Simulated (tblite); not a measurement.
C₄H₁₂Si₂.
Geometry (GFN2-xTB, Å), atoms numbered from 1 in this order:
```xyz
18
C4H12Si2 angstrom
C      2.6626    0.1684    0.1809
Si     0.9837    0.0177   -0.7024
C     -0.2504    1.3379   -0.0561
C     -1.6645    0.7598   -0.1224
C     -1.7505   -0.5981    0.5766
Si    -0.3957   -1.7532   -0.1281
H      2.5629    0.0353    1.2541
H      3.3552   -0.5849   -0.1805
H      3.1171    1.1398    0.0097
H      1.2181    0.2447   -2.1429
H     -0.0207    1.5933    0.9809
H     -0.2102    2.2692   -0.6213
H     -1.9530    0.6407   -1.1709
H     -2.3759    1.4577    0.3310
H     -1.5946   -0.4538    1.6478
H     -2.7546   -1.0064    0.4621
H     -0.9563   -2.5457   -1.2309
H      0.0182   -2.7161    0.9008
```

Computed values, GFN2-xTB/tblite, gas phase, harmonic and unscaled. The method is semi-empirical: single wavenumbers can be off by several per cent or more. Modes of hydrogen on silicon can be 10 to 20 % off. One conformer, not necessarily the lowest.

Harmonic wavenumbers (cm⁻¹): 73.6, 119.7, 131.3, 178.1, 249.9, 284.4, 381.7, 430.0, 451.8, 534.9, 564.1, 624.3, 635.2, 662.7, 690.5, 742.9, 768.6, 790.2, 804.6, 830.1, 832.6, 952.5, 956.0, 1047.8, 1107.0, 1135.6, 1217.6, 1274.3, 1296.3, 1342.7, 1370.9, 1483.0, 1489.0, 1490.6, 1495.0, 1514.0, 2123.0, 2190.6, 2201.8, 2927.8, 2955.0, 2959.5, 2968.1, 2988.0, 2991.1, 3035.8, 3037.4, 3047.1.

A = 3100, B = 1851, C = 1334 MHz; mass 116.048 u (most abundant isotopes); point group C1, symmetry number 1.

Problem. Zero-point energy?

Solution. ½Σν̃ = 31689 cm⁻¹ = 90.60 kcal/mol.

Problem. Give the ideal-gas entropy at 500 K and 1 bar in the rigid-rotor, harmonic-oscillator model (classical rotation).

Solution. Translation 42.76, rotation 29.67, vibration 41.80: S = 114.2 cal/(mol K).

Problem. And Cp and H(500 K) − H(0)?

Solution. Cp = 53.61 cal/(mol K), of which vibrations give 45.66 (their classical limit is 48 R = 95.4); H(500 K) − H(0) = 15.43 kcal/mol without the zero-point energy, 11.45 from vibrations.

Problem. Which modes carry the vibrational entropy at 500 K?

Solution. 73.6 cm⁻¹: 5.08; 119.7 cm⁻¹: 4.12; 131.3 cm⁻¹: 3.93; 178.1 cm⁻¹: 3.34; 249.9 cm⁻¹: 2.68; 284.4 cm⁻¹: 2.44 cal/(mol K); the other 42 give 20.22 together.

Problem. Blend soft modes into free rotors: weight 1/[1 + (100 cm⁻¹/ν̃)⁴] for the oscillator and the rest for a rotor with moment μB/(μ + B), μ = h/(8π²ν), B = 10⁻⁴⁴ kg m². What vibrational entropy results?

Solution. 40.15 cal/(mol K) in place of 41.80, which changes −T·S at 500 K by +0.82 kcal/mol.

Problem. What must be added to the electronic energy to get the Gibbs energy at 500 K and 1 bar?

Solution. ZPE + [H(500 K) − H(0)] − T·S = 90.60 + 15.43 − 57.12 = 48.91 kcal/mol.

Problem. How do the functions run with temperature in this model?

Solution. 
```json
{"T (K)": "150", "S (cal/(mol K))": "72.2", "Cp (cal/(mol K))": "20.7", "H − H(0) (kcal/mol)": "2.05", "G − H(0) (kcal/mol)": "-8.78", "ln q(vib)": "1.84"}
{"T (K)": "250", "S (cal/(mol K))": "85.2", "Cp (cal/(mol K))": "31.2", "H − H(0) (kcal/mol)": "4.64", "G − H(0) (kcal/mol)": "-16.67", "ln q(vib)": "3.87"}
{"T (K)": "298.15", "S (cal/(mol K))": "91.1", "Cp (cal/(mol K))": "36.2", "H − H(0) (kcal/mol)": "6.26", "G − H(0) (kcal/mol)": "-20.91", "ln q(vib)": "4.92"}
{"T (K)": "400", "S (cal/(mol K))": "103.1", "Cp (cal/(mol K))": "45.8", "H − H(0) (kcal/mol)": "10.45", "G − H(0) (kcal/mol)": "-30.81", "ln q(vib)": "7.21"}
{"T (K)": "600", "S (cal/(mol K))": "124.6", "Cp (cal/(mol K))": "60.1", "H − H(0) (kcal/mol)": "21.12", "G − H(0) (kcal/mol)": "-53.63", "ln q(vib)": "11.81"}
{"T (K)": "900", "S (cal/(mol K))": "151.8", "Cp (cal/(mol K))": "74.1", "H − H(0) (kcal/mol)": "41.41", "G − H(0) (kcal/mol)": "-95.23", "ln q(vib)": "18.45"}
```

q(vib) and H(0) count from the zero-point level.

Hindered rotation and anharmonicity are outside this model. Other conformers, if any are populated, would add a mixing term that is left out. The structure is chiral; the term R ln 2 for an equal mix with its mirror image is left out.
